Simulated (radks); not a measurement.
Spin polarisation of the 5p3 shell in Sb. Start: [Kr] 4d10 5s2 5p(up 1.5, down 1.5); electrons of 5p are moved from spin down to spin up, other shells keep equal spins. Method: non-relativistic Kohn-Sham, PBE, spin-polarised, spherical densities, point nucleus; computed with a radial shooting solver on a logarithmic mesh with Libxc functionals.

| moment (Bohr magnetons) | E - E(0) (eV) | e(5p up) (eV) | e(5p down) (eV) | 5s down minus up (eV) |
|---|---|---|---|---|
| 0 | 0.000 | -4.898 | -4.898 | 0.000 |
| 0.75 | -0.088 | -5.113 | -4.643 | 0.460 |
| 1.5 | -0.353 | -5.291 | -4.346 | 0.924 |
| 2.25 | -0.797 | -5.431 | -4.005 | 1.394 |
| 3 | -1.424 | -5.533 | -3.613 | 1.866 |

At moment 3 the spin-polarisation energy is -1.424 eV and the 5p exchange splitting 1.921 eV, that is 0.640 eV per Bohr magneton; E = -I m^2/4 would give I = 0.633 eV.
